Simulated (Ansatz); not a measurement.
**Ligand exchange: C4H9Cl + CH8OSi2 → C4H10O + CH7ClSi2**

Species: C4H9Cl (1-chloro-2-methylpropane) `CC(C)CCl`, singlet; CH8OSi2 `C[SiH2][SiH2]O`, singlet; C4H10O (2-methyl-1-propanol) `CC(C)CO`, singlet; CH7ClSi2 `C[SiH2][SiH2]Cl`, singlet. The partners trade Cl for OH: C–Cl and Si–OH bonds give way to C–OH and Si–Cl.

Shapes, held fixed at every level: PBE0-D4/def2-TZVP. Flexible molecules stand in one conformer, not always the lowest. Programs: Ansatz 0.2.0. Electronic energies: no zero-point or thermal term.

```csv
level,kind,ΔE (kJ/mol),less CCSD(T)/CBS estimate,CPU time (sum over the molecules)
PBE-D4/def2-TZVPP,GGA,+8.0,-6.4,44 s
B3LYP-D4/def2-TZVPP,global hybrid,+12.6,-1.8,82 s
PBE0-D4/def2-TZVPP,global hybrid,+7.2,-7.2,50 s
wB97M-V/def2-TZVPP,range-separated hybrid,+10.6,-3.8,2.8 min
wB97X-V/def2-TZVPP,range-separated hybrid,+9.6,-4.8,1.9 min
B2PLYP/def2-TZVPP,double hybrid,+14.4,0.0,88 s
MP2/def2-TZVPP,perturbation theory,+17.4,+3.0,–
CCSD(T)/CBS estimate,coupled cluster or CI,+14.4,0.0,47 min
```

The highest level, CCSD(T)/CBS estimate, gives ΔE = +14.4 kJ/mol; the levels span +7.2 to +17.4. The column of differences is taken from that level and isn't an error. No measured value is set beside it here. The CBS estimate extrapolates MP2 from def2-TZVPP and def2-QZVPP and adds CCSD(T) − MP2 in the triple-zeta set, cores frozen. Times are processor times on shared x86 and Arm servers, and rough.
